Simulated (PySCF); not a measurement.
Species: C7H14NS (charge +1).
Cartesian coordinates in Å at the GFN2-xTB level; atoms count from 1:
```xyz
23
C7H14NS angstrom
C      2.9075    0.2569    0.1111
C      1.5721   -0.2988   -0.1896
S      1.2851   -1.0527   -1.6159
C      0.5143   -0.1139    0.8672
C     -0.2231    1.2289    0.6707
C     -1.1317    1.1956   -0.5533
C     -2.1042    0.0282   -0.4641
N     -1.3345   -1.2267   -0.3176
C     -0.5201   -1.2434    0.9161
H      3.4045   -0.3733    0.8528
H      3.5329    0.2915   -0.7772
H      2.8328    1.2522    0.5487
H      1.0188   -0.0801    1.8379
H     -0.8194    1.4223    1.5635
H      0.4968    2.0399    0.5735
H     -0.5393    1.1122   -1.4657
H     -1.6941    2.1263   -0.6135
H     -2.7157   -0.0333   -1.3649
H     -2.7626    0.1426    0.4008
H     -1.9534   -2.0388   -0.3567
H     -0.5821   -1.2862   -1.0976
H     -0.0203   -2.2112    0.9953
H     -1.1690   -1.1113    1.7855
```

NICS is the negative of the GIAO shielding at a point without a nucleus: at the ring centre (0) and 1 Å above and below it (1); zz is the component along the ring normal. Level: GIAO PBE0/pcSseg-1 (PySCF, non-relativistic, gas phase) on the GFN2-xTB geometry, one conformer.

Ring bond lengths (Å), with Mayer bond orders in brackets: C4–C5 1.544 (1.00), C5–C6 1.525 (1.03), C6–C7 1.522 (1.04), C7–N8 1.479 (0.88), N8–C9 1.478 (0.91), C9–C4 1.532 (1.02).

Problem. Give the NICS values of each ring in ppm.

Solution. 
| ring | type | NICS(0) | NICS(1), two faces | NICS(1)zz, two faces | rms pucker (Å) | centre to ring atoms, mean (Å) |
| --- | --- | --- | --- | --- | --- | --- |
| C4–C5–C6–C7–N8–C9 | 6-membered ring with N; formal bonds all single | -2.2 | -1.6 / -1.4 | 1.8 / -1.3 | 0.24 | 1.45 |

Problem. What do they say, and how far can they be read as aromaticity?

Solution. 
- C4–C5–C6–C7–N8–C9: mean NICS(1)zz 0.2 ppm, near zero. C4, C5, C6, C7, N8, C9 have four or more neighbours; no verdict on aromaticity is drawn. The two faces differ by 3.1 ppm, so no symmetry operation interchanges them.

Problem. At the second NICS(1) probe listed for ring C4–C5–C6–C7–N8–C9, 1 Å off the ring, what do the in-plane components average?

Solution. The isotropic value is a third of the trace: (3 × -1.4 − (-1.3))/2 = -1.4 ppm.

Problem. Give the inner angles of the rings and the Hirshfeld charges of the ring atoms.

Solution. 
- C4–C5–C6–C7–N8–C9: C4 108.8° (-0.020 e), C5 111.6° (-0.054 e), C6 110.5° (-0.063 e), C7 108.9° (+0.012 e), N8 112.3° (+0.015 e), C9 109.7° (+0.007 e); sum 661.8° against 720° for a flat convex ring.

Problem. What are the shieldings of the ring atoms and their hydrogens in the same run (means over atoms taken as equivalent)?

Solution. 
```tsv
atoms	environment	σ isotropic (ppm)	principal values of the symmetric part, first atom (ppm)
C4	sp3 CH carbon	137.7	108.7, 146.2, 158.3
C5	ring CH2 carbon	157.7	152.1, 156.8, 164.1
C6	ring CH2 carbon	166.9	157.7, 168.5, 174.4
C7	sp3 carbon bound to nitrogen	138.8	125.7, 130.7, 160.0
N8	ammonium nitrogen	203.3	186.0, 207.2, 216.6
C9	sp3 carbon bound to nitrogen	133.9	118.6, 133.4, 149.8
H13	methine hydrogen	27.98	24.1, 26.5, 33.4
H14	methylene hydrogen	29.54	25.4, 27.4, 35.8
H15	methylene hydrogen	29.70	24.5, 28.2, 36.4
H16	methylene hydrogen	29.25	25.9, 28.7, 33.2
H17	methylene hydrogen	29.70	24.3, 26.8, 38.0
H18	methylene hydrogen	28.04	23.3, 25.9, 34.8
H19	methylene hydrogen	28.61	24.4, 26.7, 34.7
H20	N–H hydrogen	28.14	20.4, 24.8, 39.3
```

The list is cut; further classes of hydrogen are left out.
